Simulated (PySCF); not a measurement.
C₃H₉OSi, SMILES CCO[SiH]C (connectivity only; charge and spin as stated), charge +1, multiplicity 1.

The structure is a stationary point at r2SCAN-D4/def2-SVP. The spin state was assumed, not searched. The isomer is the one that the SMILES or the coordinates give; other isomers of the formula were not compared. The values are those of a single conformer.

All values below come from TDDFT-LC-ωPBE/def2-SVPD run with PySCF.

Vertical excitations.  State labels are in the subgroup Cs.

Give excitation energies, oscillator strengths and character. (The exact figures need the calculation; the answer reports its results.)


| state | symmetry | energy (eV) | λ (nm) | f | main pairs |
|---|---|---|---|---|---|
| S1 | A" | 5.82 | 213 | 0.000 | HOMO−1→LUMO 86 % |
| S2 | A' | 7.05 | 176 | 0.143 | HOMO→LUMO 84 % |
| S3 | A" | 7.47 | 166 | 0.001 | HOMO−4→LUMO 67 % |
| S4 | A' | 8.38 | 148 | 0.048 | HOMO−1→LUMO+1 77 % |
| S5 | A" | 8.53 | 145 | 0.000 | HOMO−2→LUMO 40 %, HOMO→LUMO+1 26 %, HOMO−5→LUMO 9 %, HOMO−8→LUMO 8 % |
| S6 | A" | 8.68 | 143 | 0.015 | HOMO→LUMO+1 48 %, HOMO−2→LUMO 25 %, HOMO−3→LUMO+1 8 % |
| S7 | A' | 8.91 | 139 | 0.021 | HOMO−3→LUMO 78 % |
| S8 | A" | 9.34 | 133 | 0.005 | HOMO−5→LUMO 74 %, HOMO−2→LUMO 16 % |
| S9 | A' | 9.42 | 132 | 0.030 | HOMO−6→LUMO 87 % |
| S10 | A" | 9.95 | 125 | 0.032 | HOMO−7→LUMO 55 %, HOMO−8→LUMO 23 % |
| T1 | A" | 5.42 | 229 | 0 | HOMO−1→LUMO 79 %, HOMO−4→LUMO 16 % |
| T2 | A' | 5.75 | 215 | 0 | HOMO→LUMO 65 %, HOMO−3→LUMO 26 % |
| T3 | A" | 6.97 | 178 | 0 | HOMO−4→LUMO 56 %, HOMO−7→LUMO 13 %, HOMO−1→LUMO 12 % |
| T4 | A' | 7.63 | 162 | 0 | HOMO−1→LUMO+1 73 % |
Triplets are in the Tamm–Dancoff approximation, which puts them higher than full response would, so one can lie above its singlet here.
